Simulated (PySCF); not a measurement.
GeH₄, SMILES [GeH4]. Coordinates come from a ωB97X-D3(BJ)/def2-TZVPD optimisation. The isomer is the one that the SMILES or the coordinates give; other isomers of the formula were not compared.

Computed equilibrium geometry at ωB97X-D3(BJ)/def2-TZVPD (PySCF confirms it by a frequency run) as a Z-matrix, and its point group:
point group Td.
```
Ge
H 1 1.5319
H 1 1.5319 2 109.47
H 1 1.5319 2 109.47 3 120.00
H 1 1.5319 2 109.47 3 -120.00
```
Charge 0, spin multiplicity 1.
